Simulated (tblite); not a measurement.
Species: C₂H₆BP.
Cartesian coordinates in Å at the GFN2-xTB level; atoms count from 1:
```xyz
10
C2H6BP angstrom
C     -1.3468   -0.9599    0.0574
C     -1.0413    0.3243   -0.1314
B      0.3291    0.9511    0.2051
P      1.8615   -0.1003    0.4107
H     -0.6146   -1.6549    0.4439
H     -2.3279   -1.3661   -0.1364
H     -1.8293    0.9704   -0.5063
H      0.4090    2.0927    0.4639
H      1.7592   -0.9691   -0.6571
H      2.8098    0.7163   -0.1723
```

Computed with GFN2-xTB (tblite): harmonic, unscaled wavenumbers at the GFN2-xTB geometry, gas phase. The method is semi-empirical: single wavenumbers can be off by several per cent or more. Modes of hydrogen on boron and phosphorus can be 10 to 20 % off. One conformer, not necessarily the lowest.

Harmonic wavenumbers (cm⁻¹): 126.4, 158.5, 232.5, 393.3, 470.7, 534.0, 641.7, 732.1, 787.9, 909.8, 925.0, 989.0, 1032.3, 1111.6, 1151.0, 1292.2, 1408.0, 1634.4, 2323.1, 2413.1, 2616.5, 3018.0, 3061.3, 3089.7.

A = 14492, B = 3267, C = 2728 MHz; mass 72.030 u (most abundant isotopes); point group C1, symmetry number 1.

Problem. What is the zero-point energy?

Solution. Half the sum of the wavenumbers: 15526 cm⁻¹ = 185.73 kJ/mol.

Problem. Entropy at 200 K, 1 bar (ideal gas, RRHO, classical rotation)?

Solution. Translation 153.90, rotation 100.97, vibration 27.38: S = 282.3 J/(mol K).

Problem. And Cp and H(200 K) − H(0)?

Solution. Cp = 71.71 J/(mol K), of which vibrations give 38.46 (their classical limit is 24 R = 199.5); H(200 K) − H(0) = 10.05 kJ/mol without the zero-point energy, 3.40 from vibrations.

Problem. How do the functions run with temperature in this model?

Solution. 
```json
{"T (K)": "150", "S (J/(mol K))": "263.3", "Cp (J/(mol K))": "60.8", "H − H(0) (kJ/mol)": "6.74", "G − H(0) (kJ/mol)": "-32.75", "ln q(vib)": "0.76"}
{"T (K)": "250", "S (J/(mol K))": "299.5", "Cp (J/(mol K))": "83.1", "H − H(0) (kJ/mol)": "13.92", "G − H(0) (kJ/mol)": "-60.95", "ln q(vib)": "1.78"}
{"T (K)": "298.15", "S (J/(mol K))": "315.0", "Cp (J/(mol K))": "93.8", "H − H(0) (kJ/mol)": "18.18", "G − H(0) (kJ/mol)": "-75.75", "ln q(vib)": "2.30"}
{"T (K)": "400", "S (J/(mol K))": "345.6", "Cp (J/(mol K))": "114.3", "H − H(0) (kJ/mol)": "28.81", "G − H(0) (kJ/mol)": "-109.41", "ln q(vib)": "3.47"}
{"T (K)": "600", "S (J/(mol K))": "398.0", "Cp (J/(mol K))": "144.3", "H − H(0) (kJ/mol)": "54.87", "G − H(0) (kJ/mol)": "-183.91", "ln q(vib)": "5.82"}
{"T (K)": "900", "S (J/(mol K))": "462.4", "Cp (J/(mol K))": "173.1", "H − H(0) (kJ/mol)": "102.83", "G − H(0) (kJ/mol)": "-313.33", "ln q(vib)": "9.20"}
```

q(vib) and H(0) count from the zero-point level.

Problem. Blend soft modes into free rotors: weight 1/[1 + (100 cm⁻¹/ν̃)⁴] for the oscillator and the rest for a rotor with moment μB/(μ + B), μ = h/(8π²ν), B = 10⁻⁴⁴ kg m². What vibrational entropy results?

Solution. 27.54 J/(mol K) in place of 27.38, which changes −T·S at 200 K by -0.03 kJ/mol.

Problem. Which modes carry the vibrational entropy at 200 K?

Solution. 126.4 cm⁻¹: 9.39; 158.5 cm⁻¹: 7.66; 232.5 cm⁻¹: 4.94; 393.3 cm⁻¹: 1.98; 470.7 cm⁻¹: 1.27; 534.0 cm⁻¹: 0.88 J/(mol K); the other 18 give 1.25 together.

Problem. What must be added to the electronic energy to get the Gibbs energy at 200 K and 1 bar?

Solution. ZPE + [H(200 K) − H(0)] − T·S = 185.73 + 10.05 − 56.45 = 139.33 kJ/mol.

Hindered rotation and anharmonicity are outside this model. Other conformers, if any are populated, would add a mixing term that is left out. The structure is chiral; the term R ln 2 for an equal mix with its mirror image is left out.
